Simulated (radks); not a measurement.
Valence configurations of Hg3+ (all share [Xe]). All-electron calculation, scalar-relativistic Kohn-Sham, PBE, spin-polarised, spherical densities, finite nucleus; open shells are filled with parallel spins first (spin-orbit coupling, left out, can overturn this in heavy ions); Fermi nuclear charge, rms radius 5.4648 fm. Program: a radial shooting solver on a logarithmic mesh with Libxc functionals. Energies are relative to 4f14 5d9; eigenvalues in eV for spin up.

valence	E (eV)	moment (Bohr magnetons)	e(4f)	e(5d)	e(6p)	e(6s)
4f14 5d9	0.000	1	-130.41	-42.827	-	-
4f14 5d8.5 6s0.5	3.901	2	-132.62	-44.609	-	-35.446
4f14 5d8 6s1	7.856	3	-134.86	-46.385	-	-36.504
4f14 5d8 6p1	18.579	3	-136.49	-47.780	-26.665	-
4f14 5d7 6s1 6p1	27.281	5	-141.02	-51.297	-28.065	-39.424
4f14 5d7.5 6p1.5	28.437	4	-139.54	-50.219	-27.791	-
4f14 5d7 6p2	38.684	5	-142.61	-52.634	-28.858	-
4f13 5d10	93.141	1	-143.49	-44.287	-	-
4f13 5d9 6s1	102.88	3	-148.10	-47.987	-	-36.813
4f12 5d9 6s1 6p1	231.56	5	-168.18	-54.784	-28.552	-40.159

NIST lists [Xe] 4f14 5d9 as the ground configuration; this level of theory agrees among the configurations tried. The energies are those of spherical high-spin densities, not of single terms.
